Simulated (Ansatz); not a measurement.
`CO[Si]([SiH3])(Cl)Cl` + `[OH][InH][F]` → `CO[Si](O)(Cl)Cl` + `[F][InH][SiH3]`  (redistribution)

Gas-phase electronic energies from Ansatz, PBE0-D4/def2-TZVP geometries. CCSD(T)/CBS is the MP2 limit (def2-TZVPP, def2-QZVPP) plus CCSD(T) − MP2 in def2-TZVPP, frozen cores. DFT in def2-TZVPP. B3LYP here is the variant with VWN-RPA as its local correlation; programs differ in this. def2 core potentials past Kr. For In outer-core shells are correlated without core-valence functions, which leaves a few kJ/mol of doubt a bond. One conformer a species, not always the lowest.

`CO[Si]([SiH3])(Cl)Cl`:

Cartesian coordinates in Å:
```
C 1.986 -0.981 0.646
O 1.013 -0.237 -0.064
Si -0.550 -0.068 0.325
Si -1.593 1.283 -1.257
Cl -0.713 0.747 2.208
Cl -1.448 -1.917 0.418
H 2.933 -0.882 0.114
H 2.105 -0.595 1.662
H 1.710 -2.037 0.693
H -3.021 1.425 -0.879
H -0.939 2.616 -1.272
H -1.484 0.647 -2.595
```

`[OH][InH][F]`:

Cartesian coordinates in Å:
```
O -0.643 0.838 0.990
In 0.249 -0.248 -0.385
F 1.022 1.002 -1.656
H -1.065 0.319 1.678
H 0.438 -1.911 -0.626
```

`CO[Si](O)(Cl)Cl`:

```xyz
10

C    -1.489    0.207   -0.685
O    -0.435    0.562    0.189
Si    0.903   -0.294    0.468
O     1.856    0.498    1.503
Cl    1.852   -0.634   -1.311
Cl    0.474   -2.088    1.312
H    -1.973   -0.717   -0.355
H    -2.220    1.015   -0.670
H    -1.123    0.074   -1.707
H     2.155    1.376    1.256
```

`[F][InH][SiH3]`:

```xyz
7

F     0.000   -2.672    0.249
In    0.186   -1.072   -0.881
Si   -0.124    1.018    0.561
H     0.499   -1.549   -2.497
H     0.898    1.022    1.640
H    -1.479    0.993    1.172
H     0.019    2.260   -0.244
```

```json
{"level": "PBE0-D4", "ΔE (kcal/mol)": "-28.0", "difference from CCSD(T)/CBS": "-0.8"}
{"level": "ωB97M-V", "ΔE (kcal/mol)": "-29.6", "difference from CCSD(T)/CBS": "-2.4"}
{"level": "B2PLYP", "ΔE (kcal/mol)": "-28.2", "difference from CCSD(T)/CBS": "-1.0"}
{"level": "PBE", "ΔE (kcal/mol)": "-25.7", "difference from CCSD(T)/CBS": "1.5"}
{"level": "r2SCAN", "ΔE (kcal/mol)": "-28.6", "difference from CCSD(T)/CBS": "-1.4"}
{"level": "PBE0", "ΔE (kcal/mol)": "-28.5", "difference from CCSD(T)/CBS": "-1.3"}
{"level": "B3LYP", "ΔE (kcal/mol)": "-28.6", "difference from CCSD(T)/CBS": "-1.4"}
{"level": "HF/def2-QZVPP", "ΔE (kcal/mol)": "-32.4", "difference from CCSD(T)/CBS": "-5.2"}
{"level": "MP2/CBS(def2)", "ΔE (kcal/mol)": "-27.4", "difference from CCSD(T)/CBS": "-0.2"}
{"level": "CCSD/CBS(def2)", "ΔE (kcal/mol)": "-28.3", "difference from CCSD(T)/CBS": "-1.1"}
{"level": "CCSD(T)/CBS", "ΔE (kcal/mol)": "-27.2", "difference from CCSD(T)/CBS": "0"}
```

Largest T1 diagnostic among the species: 0.017.

The D4 term adds +0.8 kcal/mol with B3LYP and +0.5 kcal/mol with PBE0; it sums over pairs of atoms, weighted by their polarisabilities, and B3LYP, whose exchange is more repulsive, gets the larger term. From PBE to PBE0 (25 % exact exchange), in def2-TZVPP and without D4, ΔE moves by −2.8 kcal/mol.
